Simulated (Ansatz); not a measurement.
Ir20⁺, relaxed as a doublet with UKS r2SCAN-D4/def2-SVP in Ansatz, starting from a model built from a lattice or polyhedron. Force threshold 0.03 eV/Å.

In the def2 sets Ir takes a core potential; there is no spin–orbit coupling. Single mean-field runs in def2-SVP are fitted with def2-universal-jkfit. The charge 1 doublet is spin-contaminated (final ⟨S²⟩ up to 5.51, 0.75 for a pure state). Another isomer (doublet) lies 5.21 eV lower at PBE0-D4/def2-TZVP; other spin states weren't run for this one.

Start:

| atom | x (Å) | y (Å) | z (Å) |
| --- | --- | --- | --- |
| Ir1 | -0.0361 | 3.2939 | -5.3074 |
| Ir2 | 0.3667 | 2.4457 | -2.9164 |
| Ir3 | 1.8261 | 3.7855 | -1.2792 |
| Ir4 | 2.2086 | 2.9048 | 1.1145 |
| Ir5 | 3.6914 | 4.2608 | 2.7411 |
| Ir6 | -1.1066 | 1.0636 | -4.5619 |
| Ir7 | -0.7101 | 0.2127 | -2.1739 |
| Ir8 | 0.7494 | 1.5669 | -0.5074 |
| Ir9 | 1.1525 | 0.7140 | 1.8298 |
| Ir10 | 2.6116 | 2.0415 | 3.5089 |
| Ir11 | -2.1939 | -1.1797 | -3.8132 |
| Ir12 | -1.8017 | -2.0385 | -1.3883 |
| Ir13 | -0.3290 | -0.6621 | 0.2058 |
| Ir14 | 0.0735 | -1.5462 | 2.6068 |
| Ir15 | 1.5344 | -0.1884 | 4.2512 |
| Ir16 | -3.2443 | -3.3737 | -3.0492 |
| Ir17 | -2.8587 | -4.2430 | -0.6349 |
| Ir18 | -1.3758 | -2.8804 | 0.9915 |
| Ir19 | -1.0214 | -3.7652 | 3.3778 |
| Ir20 | 0.4631 | -2.4123 | 5.0043 |

```csv
step,energy (eV),largest force component (eV/Å),SCF passes
1,-56819.2463,1.617,1024
2,-56819.9261,1.610,263
3,-56820.2484,0.703,266
4,-56820.5963,0.628,282
5,-56821.0676,0.849,317
6,-56821.6456,1.238,267
7,-56822.2407,1.138,200
8,-56823.1193,1.672,357
9,-56823.7771,1.309,145
10,-56824.2878,0.908,152
11,-56824.5635,1.160,160
13,-56824.9066,0.481,149
15,-56825.2541,0.810,140
17,-56825.7930,0.611,130
19,-56826.1301,0.451,120
21,-56826.3098,0.482,109
23,-56826.4748,0.392,114
25,-56826.6849,1.109,125
27,-56826.7603,0.165,95
29,-56826.7677,0.032,75
30,-56826.7679,0.013,74
```

Force components are those of the run's own axes.

End:

```csv
atom,x (Å),y (Å),z (Å)
Ir1,1.671,1.171,-3.891
Ir2,0.849,2.342,-2.013
Ir3,0.740,4.555,-1.081
Ir4,1.779,2.855,0.417
Ir5,3.517,3.200,2.000
Ir6,-0.621,0.773,-4.159
Ir7,-1.004,0.709,-1.637
Ir8,-0.739,2.689,0.002
Ir9,0.392,1.076,1.616
Ir10,2.920,0.918,1.892
Ir11,-1.196,-1.346,-3.152
Ir12,-1.233,-1.622,-0.599
Ir13,-1.889,0.453,0.745
Ir14,-0.279,-1.310,1.803
Ir15,1.596,-0.527,3.310
Ir16,-2.925,-2.808,-2.384
Ir17,-1.674,-4.110,-0.849
Ir18,-2.017,-3.078,1.320
Ir19,-1.116,-3.028,3.564
Ir20,1.229,-2.914,3.096
```

Bonds lost: Ir13–Ir18 (atoms count from 1). Bonds formed: Ir2–Ir4, Ir12–Ir14 (atoms count from 1).

No frequencies were taken in this run, so the end may be a saddle point.

It took 13 min on 4 threads of AMD EPYC 7R13 on a shared host and a share (37 GiB) of an NVIDIA H100 80GB HBM3, peak host memory 1.9 GiB.
